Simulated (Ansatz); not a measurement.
Cost and result for the atomization energy of AlH₅N₂OSi, SMILES `N[SiH]1[NH][Al]1[OH]` (10 atoms, 10 bonds).

```json
{"atom": "N1", "x (Å)": "-0.0086", "y (Å)": "-2.0267", "z (Å)": "-0.7083"}
{"atom": "Si2", "x (Å)": "0.6649", "y (Å)": "-0.6072", "z (Å)": "-0.0372"}
{"atom": "N3", "x (Å)": "0.2475", "y (Å)": "0.9174", "z (Å)": "-0.7856"}
{"atom": "Al4", "x (Å)": "-0.3551", "y (Å)": "1.2634", "z (Å)": "0.8538"}
{"atom": "O5", "x (Å)": "-1.1597", "y (Å)": "2.5957", "z (Å)": "1.5202"}
{"atom": "H6", "x (Å)": "-0.9977", "y (Å)": "-2.1826", "z (Å)": "-0.8005"}
{"atom": "H7", "x (Å)": "0.5276", "y (Å)": "-2.8735", "z (Å)": "-0.7924"}
{"atom": "H8", "x (Å)": "2.1112", "y (Å)": "-0.9650", "z (Å)": "0.0544"}
{"atom": "H9", "x (Å)": "0.4063", "y (Å)": "1.2230", "z (Å)": "-1.7369"}
{"atom": "H10", "x (Å)": "-1.4363", "y (Å)": "2.6555", "z (Å)": "2.4325"}
```

Charge 0, multiplicity 1. The structure was optimised at the PBE0-D4/def2-TZVP level. It is one conformer, not always the lowest. Program: Ansatz. All runs use 4 threads of an Arm Neoverse V1 on a shared host. Times are those of one run each, without the atoms' runs, and a repeat can differ threefold. Electronic energies, without spin–orbit coupling; frozen cores. CCSD(T)/CBS adds CCSD(T) − MP2 in def2-TZVPP to the MP2 limit, and its time is that of the two runs behind it. T1 = 0.014. B3LYP takes the VWN-RPA correlation (the form of Gaussian; ORCA's B3LYP/G).

CCSD(T)/CBS is a level of theory with its own doubt, some kJ/mol a heavy atom from the limit and from the frozen cores, so smaller differences don't rank the functionals.

```tsv
level	functions	wall time	atomization (kJ/mol)	difference from CCSD(T)/CBS	per bond
PBE-D4/def2-TZVPP (with forces)	247	3.1 s	3564.6	52.7	5.3
PBE0-D4/def2-TZVPP	247	3.4 s	3470.3	-41.6	-4.2
B3LYP-D4/def2-TZVPP (with forces)	247	5.5 s	3496.6	-15.3	-1.5
r2SCAN-D4/def2-TZVPP (with forces)	247	6 s	3497.2	-14.7	-1.5
B2PLYP/def2-TZVPP	247	6.5 s	3458.3	-53.6	-5.4
ωB97X-V/def2-TZVPP	247	9 s	3518.9	7.0	0.7
ωB97M-V/def2-TZVPP (with forces)	247	14 s	3515.2	3.3	0.3
MP2/def2-QZVPP	461	35 s	3539.2	27.3	2.7
CCSD(T)/def2-TZVPP	247	2.4 min	3378.3	-133.6	-13.4
CCSD(T)/CBS(def2)	–	3 min	3511.9	0.0	0.0
```

From PBE to PBE0 (25 % exact exchange), in def2-TZVPP and without D4, the atomization energy moves by −91.2 kJ/mol: exact exchange takes away binding that semilocal exchange gives to molecules. The D4 term adds +33.3 kJ/mol with B3LYP and +17.5 kJ/mol with PBE0; it sums over pairs of atoms, weighted by their polarisabilities, and B3LYP, whose exchange is more repulsive, gets the larger term. In def2-TZVPP, CCSD(T) changes the Hartree–Fock value by +1057.7 kJ/mol (the triples alone add +66.9 kJ/mol) and MP2 by +1137.8 kJ/mol; breaking electron pairs costs correlation energy, which Hartree–Fock lacks.
